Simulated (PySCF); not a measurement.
## EPR parameters of C6H6N

Species: C₆H₆N (doublet state).
Cartesian coordinates in Å at the GFN2-xTB level; atoms count from 1:
```
atom  x, y, z in Å
C1     2.5822   -1.1200   -0.1292
C2     1.6458   -0.3757    0.0635
C3     0.5754    0.4643    0.2903
C4     0.7354    1.8245    0.0890
N5     0.8431    2.9643   -0.0670
C6    -0.7663   -0.0714    0.6794
C7    -1.6162   -0.3447   -0.5688
H8     3.3936   -1.7620   -0.3022
H9    -1.2811    0.6590    1.3085
H10   -0.6379   -1.0003    1.2398
H11   -1.7549    0.5694   -1.1420
H12   -2.5918   -0.7236   -0.2749
H13   -1.1318   -1.0832   -1.2040
```

The hyperfine couplings belong to this conformer and change with its torsions.

The species is `[CH]=C=C(C#N)CC` [radical].

Computed with UKS B3LYP, pcH-1 on C H N, non-relativistic, mean-field spin-orbit, GIAO in PySCF 2.14.0. One conformer (not necessarily the lowest) at the GFN2-xTB geometry, without solvent, vibrations or thermal averaging. A GFN2-xTB geometry isn't a minimum of the functional, and hyperfine couplings can be far from their values at a DFT geometry. The SCF solution wasn't tested for stability.

```
g1, g2, g3                      : 2.00220, 2.00309, 2.00342
g_iso                           : 2.00290
Form of g                       : rhombic: the two nearest values differ by 27 % of g3 − g1
⟨S²⟩                            : 0.7713 (exact 0.7500)
HOMO–LUMO gap, α and β orbitals : 6.13, 4.76 eV
```

Isotropic coupling and dipolar principal values T1 to T3, in 10⁻⁴ cm⁻¹ (1 × 10⁻⁴ cm⁻¹ = 2.998 MHz):

```
atom  isotope  a_iso     T1     T2    T3  Mulliken spin population
  C1      13C   12.0  -12.3   -9.2  21.5                      0.45
  C2      13C  -19.5   -6.0   -0.3   6.3                     -0.22
  C3      13C   20.0  -18.3  -18.2  36.5                      0.65
  C4      13C  -16.7   -5.2   -0.3   5.5                     -0.16
  N5      14N    2.2   -4.6   -3.5   8.2                      0.29
  C6      13C   -7.5   -0.5   -0.1   0.7                     -0.05
  C7      13C   14.9   -1.3   -1.3   2.6                      0.03
  H8       1H  -11.5   -5.4   -0.6   6.0                     -0.02
  H9       1H    8.3   -1.0   -0.8   1.9                      0.01
 H10       1H    6.3   -1.0   -0.8   1.8                      0.01
 H11       1H   -0.9   -1.1   -0.4   1.5                      0.00
 H12       1H    3.7   -0.8   -0.4   1.2                      0.01
 H13       1H   -1.0   -1.1   -0.3   1.5                      0.00
```

Largest spin populations (Mulliken): C3 (+0.65), C1 (+0.45), N5 (+0.29) and C2 (-0.22). Three atoms exceed +0.15. The positive populations add up to 1.45 and the negative ones to -0.45, together 2S = 1. The angles at C3 add up to 359.9°, so it is planar.

C1, the radical centre as drawn in `[CH]=C=C(C#N)CC`, holds a spin population of +0.45 out of 1.

Axes: g2 points within 15° of the C3–C4 bond and g3 points within 15° of the C2–C3 bond.

Under fast tumbling the dipolar parts average out, and these isotropic splittings remain: 1 × 1H (H8, I = 1/2, 2 lines) with 1.23 mT, 2 × 1H (H9/H10, I = 1/2, 3 lines) with 0.78 mT, 1 × 14N (N5, I = 1, 3 lines) with 0.24 mT and 3 × 1H (H11/H12/H13, I = 1/2, 4 lines) with 0.06 mT.

Nuclei that the bonding pattern makes equivalent are averaged, as if the motion that swaps them (rotation, inversion, ring flip) were fast. The three 1H nuclei of mean +1.8 MHz run from -3.0 to 11.0 MHz in the frozen geometry. The 1H value of +21.8 MHz is a mean of couplings from 18.8 to 24.8 MHz in this one geometry, not an average over conformers.

The 13C coupling of C3 (60.0 MHz) shows only in satellite lines or after enrichment, since that isotope makes up about 1.07 % of natural carbon.

The spin density at the nucleus, in bohr⁻³, is negative for C2 (-0.0520), C4 (-0.0444) and C6 (-0.0199), for instance. A restricted open-shell determinant has no negative spin density anywhere; here it arises because α and β orbitals differ (spin polarisation).

Time: 35 s wall (grids of density and orbitals included); peak memory 0.84 GiB. Hardware: one thread of an Arm Neoverse V2, no GPU, shared host.
